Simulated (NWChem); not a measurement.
System meant: InBrF₂; SMILES [F][In]([F])[Br]

Input file for NWChem:

```
start job
memory heap 200 mb stack 900 mb global 1100 mb
geometry units angstroms noautoz
  In     0.000000     0.000000     0.663993
  F      0.000000    -1.643830     1.694556
  F      0.000000     1.643830     1.694556
  Br     0.000000     0.000000    -1.773923
end
basis spherical
  In library def2-svp
  F library def2-svp
  Br library def2-svp
end
ecp
  In library def2-ecp
end
dft
  odft
  mult 2
  xc b3lyp
  iterations 150
  mulliken
end
task dft energy
```

End of the output:

```
 ==============================================================================
                                 internuclear angles
 ------------------------------------------------------------------------------
        center 1       |       center 2       |       center 3       |  degrees
 ------------------------------------------------------------------------------
    2 F                |   1 In               |   3 F                |   115.83
    2 F                |   1 In               |   4 Br               |   122.08
    3 F                |   1 In               |   4 Br               |   122.08
 ------------------------------------------------------------------------------
                            number of included internuclear angles:          3
 ==============================================================================

 Summary of "ao basis" -> "" (spherical)
 ------------------------------------------------------------------------------
       Tag                 Description            Shells   Functions and Types
 ---------------- ------------------------------  ------  ---------------------
 In                         def2-svp                10       26   4s4p2d
 F                          def2-svp                 6       14   3s2p1d
 Br                         def2-svp                12       32   5s4p3d

                                 NWChem DFT Module
                                 -----------------

 Summary of "ao basis" -> "ao basis" (spherical)
 ------------------------------------------------------------------------------
       Tag                 Description            Shells   Functions and Types
 ---------------- ------------------------------  ------  ---------------------
 In                         def2-svp                10       26   4s4p2d
 F                          def2-svp                 6       14   3s2p1d
 Br                         def2-svp                12       32   5s4p3d

      Symmetry analysis of basis
      --------------------------

        a1         37
        a2          9
        b1         17
        b2         23

  number of electrons :                   74
  multiplicity        :                    2
 ------------------------------------------------------------------------
  no. of electrons and multiplicity not compatible                  74
 ------------------------------------------------------------------------
 ------------------------------------------------------------------------
  current input line :
    24: task dft energy
 ------------------------------------------------------------------------
 ------------------------------------------------------------------------
 There is an error in the input file
 ------------------------------------------------------------------------
 For more information see the NWChem manual at https://nwchemgit.github.io

0: no. of electrons and multiplicity not compatible:Received an Error in Communication
```

Problem. Can this run be used? If not, why, and what is the fix?

Solution. The input was rejected before any calculation. Cause: the multiplicity doesn't fit the number of electrons (an even count wants an odd multiplicity, and the reverse). This input runs:
```
start job
memory heap 200 mb stack 900 mb global 1100 mb
geometry units angstroms noautoz
  In     0.000000     0.000000     0.663993
  F      0.000000    -1.643830     1.694556
  F      0.000000     1.643830     1.694556
  Br     0.000000     0.000000    -1.773923
end
basis spherical
  * library def2-svp
end
ecp
  In library def2-ecp
end
dft
  xc b3lyp
  iterations 150
  mulliken
end
task dft energy
```
It converges to -2963.68571 Ha (B3LYP/def2-SVP with def2 effective core potentials on In).
